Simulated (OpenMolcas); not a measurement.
## Fe3+, Ru3+, Os3+: d⁵ down the group

| Quantity | Value |
| --- | --- |
| Program | OpenMolcas |
| Method | XMS-CASPT2, IPEA 0.25 Eh, imaginary shift 0.1 Eh |
| Basis | ANO-RCC-VTZP |
| Scalar Hamiltonian | DKH2, point nucleus |
| Spin-orbit coupling | state interaction with AMFI integrals over the reference wave functions, term energies averaged over their components |

Active space for each ion: 5 electrons in 5 orbitals (d); closed shells correlated by CASPT2: Fe3+ 3s 3p; Ru3+ 4s 4p; Os3+ 5s 5p.

Computed levels in cm-1 above ⁶S_5/2:

| Level | Fe3+ | Ru3+ | Os3+ |
| --- | --- | --- | --- |
| ⁴G_7/2 | 33270 | 23850 | 20870 |
| ⁴G_11/2 | 33280 | 23930 | 21960 |
| ⁴G_9/2 | 33290 | 23990 | 22730 |
| ⁴P_1/2 | 36580 | 26840 | 24040 |
| ⁴D_7/2 | 39960 | 28110 | 26910 |
| ⁴D_1/2 | 40050 | 28910 | 30310 |
| ²I_11/2 | 48860 | 35260 | 31820 |
| ²I_13/2 | 48930 | 35780 | 34750 |
| ²F_7/2(1) | 53490 | 40260 | 43510 |
| weight of ⁶S in the lowest level (%) | 100 | 99 | 87 |

Mixed levels, with the weight of the term that names them: Ru3+ ⁴P_1/2 (75 %), Ru3+ ²F_7/2(1) (71 %), Os3+ ⁴G_7/2 (67 %), Os3+ ⁴P_1/2 (64 %), Os3+ ⁴D_7/2 (70 %), Os3+ ⁴D_1/2 (69 %), Os3+ ²I_11/2 (75 %), Os3+ ²F_7/2(1) (53 %).

Measured, with the error of the calculation in %. Measured levels: Fe3+ from Corliss and Sugar, J. Phys. Chem. Ref. Data 11, 135 (1982).

```csv
Level,Fe3+
⁴G_11/2,32246 (+3.2)
⁴P_1/2,35407 (+3.3)
⁴D_7/2,38779 (+3.1)
⁴D_1/2,38897 (+3.0)
²F_7/2(1),51394 (+4.1)
```

Without spin-orbit coupling ⁴G lies 33270, 23890, 21620 cm-1 above ⁶S in that order; the difference to the level ⁴G_7/2, of either sign, comes from spin-orbit coupling, which also lowers the zero.

Term energies are means over components that CASPT2 splits; among the terms shown or strongly mixed into the levels shown the widest spread is 1800 cm-1 (4d⁵ ²I, Ru3+). The CASPT2 spread within a term exceeds the gap to the next term for 4d⁵ ⁴P and 4d⁵ ⁴D, 4d⁵ ⁴F and 4d⁵ ²F(1), so the order of their levels is uncertain, and so are names and mixing where such terms share a J (figures for Ru3+; the like holds for Os3+). Computed and measured levels are paired by configuration, term and J; levels that our copy of the source lacks, or whose pairing is in doubt (as where it misses far off the trend of its configuration), stay unpaired and out of the deviations. Only configurations of the active space appear.

A number in round brackets counts repeated terms of one configuration in the order of the reference energies.
